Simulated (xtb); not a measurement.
TeBrI, SMILES Br[Te]I. All values are semi-empirical tight-binding results from xtb (GFN2-xTB unless named), good for trends rather than for accurate numbers. Geometry: GFN2-xTB.

Optimised geometry:

Bonded distances (Å): Te1–Br2 2.489, Te1–I3 2.679. Angles (°): Br2–Te1–I3 98.4.

Computed properties:
```
Item                                              Result
----------------------------------------  --------------
point group as xtb finds it                           Cs
orbital gap                                      2.86 eV
zero-point energy                           0.8 kcal/mol
G − E(el) at 298.15 K (modified RRHO)     -19.9 kcal/mol
static polarisability (D4 model)              92.9 bohr³
solvation energy, GFN2-xTB/ALPB(water)     -2.3 kcal/mol
solvation energy, GFN2-xTB/ALPB(octanol)   -5.9 kcal/mol
```

### Question
Give the atomic charges and the Wiberg bond orders between heavy atoms. (An estimate is asked for; the answer gives what the named calculation found.)

### Answer
charges (e) Te1 0.16, Br2 -0.12, I3 -0.04. Bond orders Te1–Br2 1.24, Te1–I3 1.23.
